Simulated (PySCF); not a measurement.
TlBr⁺: frontier orbitals

r²SCAN at R = 3.310 Å; PySCF, scalar-relativistic core potentials, basis sets Tl def2-SVP with ECP60, Br def2-SVP. State: ²Π (doublet), unpaired electrons π ↑. Only the outer orbitals are listed, counted within each symmetry, core potentials removing the inner ones.

| spin | orbital | occ. | ε (eV) | on Tl (%) | main shells (%) |
| --- | --- | --- | --- | --- | --- |
| α | 11σ | 1 | -16.00 | 94 | 94 Tl s |
| α | 6π | 1 | -14.33 | 0 | 100 Br p |
| α | 12σ | 1 | -13.04 | 10 | 90 Br p |
| α | 6π | 1 | -12.82 | 1 | 99 Br p |
| α | 7π | 0 | -7.43 | 100 | 100 Tl p |
| α | 7π | 0 | -7.38 | 99 | 99 Tl p |
| α | 13σ | 0 | -6.84 | 95 | 95 Tl p |
| β | 11σ | 1 | -15.98 | 95 | 95 Tl s |
| β | 12σ | 1 | -12.66 | 10 | 89 Br p |
| β | 6π | 1 | -12.40 | 1 | 99 Br p |
| β | 6π | 0 | -11.63 | 1 | 99 Br p |
| β | 7π | 0 | -7.40 | 99 | 99 Tl p |
| β | 7π | 0 | -7.38 | 99 | 99 Tl p |

Question: Which are the highest filled and the lowest empty level, where do they sit, and how wide is the gap?

Answer: Highest filled β 6π at -12.40 eV (in %: 99 Br p); lowest empty β 6π at -11.63 eV (in %: 99 Br p); the gap at r²SCAN is 0.77 eV. Both belong to one degenerate shell, split only by its one-sided filling, so this is no excitation gap.

- bond order (Mayer): 0.25
- ⟨S²⟩: 0.753
- charge on Tl (Mulliken, basis-dependent): 0.87
- charge on Tl (Löwdin, basis-dependent): 0.78
- dipole moment (positive dipole points towards Br; it is taken about the centre of mass and depends on that origin): -1.96 D

These are scalar-relativistic numbers at best; spin–orbit coupling would shift them, the dissociation energy most. The state was picked by a PBE0 search and need not be the measured ground state.
